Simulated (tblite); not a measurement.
C5H12AsGa.
SMILES with atom numbers: `[H][As+:2]([H])([CH3:1])[GaH2-:3][C@H:4]1[CH:5]=[CH:6][CH2:7]1` (hydrogens: H8, H9, H10 on C1; H11, H12 on As2; H13, H14 on Ga3; H15 on C4; H16 on C5; H17 on C6; H18, H19 on C7)
Bond orders are those of one Lewis drawing.

Computed with GFN2-xTB (tblite), gas phase: L-BFGS steps from a force-field or distance-geometry start until the largest atomic force falls under 0.01 eV/Å.

Step 88: E = -552.0010 eV
```
atom  x, y, z in Å  |  force x, y, z in eV/Å
C1      3.4880   -0.3388    0.1928    0.003  -0.001   0.013
As2     1.6916   -1.0538   -0.0795   -0.003  -0.017   0.042
Ga3     0.1407    1.1367    0.5586    0.058  -0.034  -0.003
C4     -1.4382    0.6018   -0.5808   -0.050  -0.055  -0.026
C5     -1.8778   -0.7652   -0.1316   -0.027  -0.014   0.007
C6     -3.0496   -0.3467    0.3468    0.006   0.003   0.024
C7     -2.8428    1.0708   -0.0871    0.001  -0.021  -0.004
H8      3.5468    0.0597    1.2071    0.017   0.017   0.015
H9      4.2670   -1.0869    0.0504    0.015  -0.001  -0.003
H10     3.6425    0.4896   -0.5004    0.023   0.001  -0.001
H11     1.9759   -1.7609   -1.3725   -0.016  -0.020   0.023
H12     1.8961   -2.3327    0.6775   -0.015   0.007  -0.039
H13     1.3146    2.0812    0.0788    0.005   0.044   0.017
H14     0.1093    0.8930    2.1094    0.016   0.007  -0.012
H15    -1.2706    0.6947   -1.6622   -0.056   0.018  -0.039
H16    -1.3922   -1.7364   -0.1876    0.007   0.053   0.009
H17    -3.8679   -0.8091    0.8726    0.017  -0.030  -0.026
H18    -2.8301    1.8131    0.7207   -0.007  -0.007  -0.009
H19    -3.5133    1.3993   -0.8809    0.007   0.050   0.013
```

Step 89: E = -552.0019 eV
```
atom  x, y, z in Å  |  force x, y, z in eV/Å
C1      3.4904   -0.3435    0.1969    0.003   0.005   0.010
As2     1.6891   -1.0465   -0.0792    0.018  -0.041   0.047
Ga3     0.1428    1.1432    0.5533    0.047  -0.031  -0.041
C4     -1.4408    0.6062   -0.5817   -0.044  -0.022  -0.032
C5     -1.8736   -0.7631   -0.1360   -0.029  -0.007   0.020
C6     -3.0453   -0.3516    0.3473   -0.008   0.018   0.027
C7     -2.8464    1.0682   -0.0838   -0.015  -0.019   0.007
H8      3.5480    0.0608    1.2095    0.016   0.010   0.001
H9      4.2660   -1.0971    0.0613   -0.002   0.010  -0.001
H10     3.6516    0.4803   -0.5008    0.028  -0.005   0.007
H11     1.9710   -1.7557   -1.3717   -0.016  -0.016   0.025
H12     1.8848   -2.3281    0.6771   -0.020   0.014  -0.042
H13     1.3238    2.0796    0.0719   -0.009   0.044   0.016
H14     0.1104    0.9017    2.1010    0.016   0.003   0.022
H15    -1.2783    0.7032   -1.6630   -0.047   0.019  -0.054
H16    -1.3853   -1.7313   -0.1950    0.029   0.016   0.004
H17    -3.8596   -0.8199    0.8737    0.008  -0.031  -0.023
H18    -2.8358    1.8088    0.7262   -0.005  -0.015  -0.021
H19    -3.5228    1.3941   -0.8747    0.031   0.047   0.027
```

**Question.** Estimate the geometry and energy of step 90. (The exact step hangs on the optimiser's Hessian estimate; all steps are aligned on step 89, rigid shifts and turns removed.)

**Answer.** E = -552.0030 eV, largest force 0.081 eV/Å
```
atom  x, y, z in Å  |  force x, y, z in eV/Å
C1      3.4921   -0.3478    0.2014    0.004   0.007   0.006
As2     1.6863   -1.0401   -0.0782    0.037  -0.046   0.038
Ga3     0.1467    1.1490    0.5469    0.023  -0.027  -0.073
C4     -1.4438    0.6103   -0.5830   -0.024   0.019  -0.034
C5     -1.8692   -0.7610   -0.1395   -0.022   0.002   0.021
C6     -3.0408   -0.3563    0.3486   -0.022   0.023   0.023
C7     -2.8499    1.0654   -0.0803   -0.026  -0.009   0.016
H8      3.5486    0.0620    1.2123    0.015   0.002  -0.014
H9      4.2646   -1.1065    0.0718   -0.018   0.018   0.002
H10     3.6601    0.4713   -0.5008    0.027  -0.012   0.017
H11     1.9650   -1.7515   -1.3704   -0.015  -0.010   0.025
H12     1.8721   -2.3236    0.6755   -0.019   0.008  -0.031
H13     1.3334    2.0801    0.0655   -0.024   0.041   0.015
H14     0.1123    0.9097    2.0925    0.018   0.001   0.048
H15    -1.2870    0.7116   -1.6646   -0.040   0.015  -0.060
H16    -1.3770   -1.7255   -0.2020    0.048  -0.026   0.001
H17    -3.8509   -0.8318    0.8739   -0.008  -0.029  -0.012
H18    -2.8413    1.8046    0.7310    0.000  -0.019  -0.023
H19    -3.5315    1.3895   -0.8683    0.046   0.041   0.034
```

The energy changes by -0.0010 eV. The first-order estimate −F·Δx gives -0.0014 eV and the mean of the old and new forces, exact on a quadratic surface, -0.0010 eV. The step makes an angle of 81° with the force vector and moves no atom by more than 0.015 Å.

The cost below is that of the whole relaxation. The run took 1.7 s on one thread of an Arm Neoverse V1, shared host with 32 logical CPUs at a one-minute load of 6.6.
